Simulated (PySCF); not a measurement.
# The second ionisation energy along the 3d series

All values are computed (PySCF 2.14, energy differences of UHF-based or UKS calculations, no spin-orbit coupling). Values in eV. The last column holds reference values (NIST; (s) semi-empirical, (t) theoretical, else measured). Unmarked ones compare directly (S terms, centres of terms, or small fine structure); those marked * lie between the lowest fine-structure levels and include a spin-orbit shift.

| element | configurations | MP2 (valence) | SCS-MP2 (valence) | PBE | PBE0 | MP2 (valence and next inner shell) | CCSD(T) (valence and next inner shell) | reference |
| --- | --- | --- | --- | --- | --- | --- | --- | --- |
| Sc (x2c-TZVPPall with one added diffuse shell each of s, p, d, f type, spin-free X2C) | [Ar] 3d1 4s1 → [Ar] 3d1 | 12.309 | 12.254 | 13.111 | 12.939 | 12.768 | 12.790 | 12.800 * |
| Ti (x2c-TZVPPall with one added diffuse shell each of s, p, d, f type, spin-free X2C) | [Ar] 3d2 4s1 → [Ar] 3d2 | 13.116 | 12.999 | 13.999 | 13.780 | 13.547 | 13.567 | 13.575 * |
| V (x2c-TZVPPall with one added diffuse shell each of s, p, d, f type, spin-free X2C) | [Ar] 3d4 → [Ar] 3d3 | 13.924 | 13.425 | 15.327 | 14.979 | 14.702 | 14.485 | 14.634 ± 0.007 * |
| Cr (x2c-TZVPPall with one added diffuse shell each of s, p, d, f type, spin-free X2C) | [Ar] 3d5 → [Ar] 3d4 | 15.969 | 15.323 | 17.143 | 16.794 | 16.665 | 16.353 | 16.486 * |
| Mn (x2c-TZVPPall with one added diffuse shell each of s, p, d, f type, spin-free X2C) | [Ar] 3d5 4s1 → [Ar] 3d5 | 15.291 | 15.000 | 16.262 | 15.948 | 15.620 | 15.603 | 15.640 |
| Fe (x2c-TZVPPall with one added diffuse shell each of s, p, d, f type, spin-free X2C) | [Ar] 3d6 4s1 → [Ar] 3d6 | 15.888 | 15.641 | 16.830 | 16.499 | 16.161 | 16.156 | 16.199 * |
| Co (x2c-TZVPPall with one added diffuse shell each of s, p, d, f type, spin-free X2C) | [Ar] 3d8 → [Ar] 3d7 | 16.922 | 16.809 | 17.885 | 17.208 | 17.588 | 16.832 | 17.084 * |
| Ni (x2c-TZVPPall with one added diffuse shell each of s, p, d, f type, spin-free X2C) | [Ar] 3d9 → [Ar] 3d8 | 18.287 | 17.981 | 18.912 | 18.185 | 19.013 | n/a | 18.169 * |
| Cu (x2c-TZVPPall with one added diffuse shell each of s, p, d, f type, spin-free X2C) | [Ar] 3d10 → [Ar] 3d9 | 20.812 | 20.369 | 20.959 | 20.256 | 21.472 | 20.170 | 20.292 * |
| Zn (x2c-TZVPPall with one added diffuse shell each of s, p, d, f type, spin-free X2C) | [Ar] 3d10 4s1 → [Ar] 3d10 | 17.891 | 17.734 | 18.744 | 18.354 | 17.974 | 17.905 | 17.964 |

"Valence" correlates the outer s and p shells and, in groups 3 to 12 and the f block, the outer d or f shell, open or full, or the next shell where the ion has no valence electron left; the wider scheme adds the next inner shell.
